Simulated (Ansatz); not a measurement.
F$_{3}$ISn, SMILES `[F][Sn]([F])([F])[I]`, relaxed with RKS PBE0-D4/def2-TZVP in Ansatz 0.2.0 from a PBE-D4/def2-SVP geometry. The force threshold is 0.005 eV/Å; the program also tests the step.

Total charge 0; spin multiplicity 1. Sn, I takes the def2 core potential.

Start:

```xyz
5

F    -0.727   -1.130    1.442
Sn   -0.003    0.035    0.072
F    -1.109    1.626    0.091
F     1.739    0.593    0.713
I     0.101   -1.125   -2.317
```

| step | energy (eV) | largest force (eV/Å) | largest move (Å) |
| --- | --- | --- | --- |
| 1 | -22083.4048 | 1.155 | 0.000 |
| 2 | -22083.5082 | 0.490 | 0.078 |
| 3 | -22083.5165 | 0.040 | 0.035 |
| 4 | -22083.5166 | 0.028 | 0.007 |
| 5 | -22083.5166 | 0.002 | 0.002 |

End:

```xyz
5

F    -0.706   -1.094    1.409
Sn   -0.003    0.033    0.069
F    -1.079    1.585    0.094
F     1.690    0.580    0.702
I     0.098   -1.103   -2.274
```

It took 7.5 s on 4 threads of a server CPU on a shared host, with 0.54 GiB of host memory at the peak.
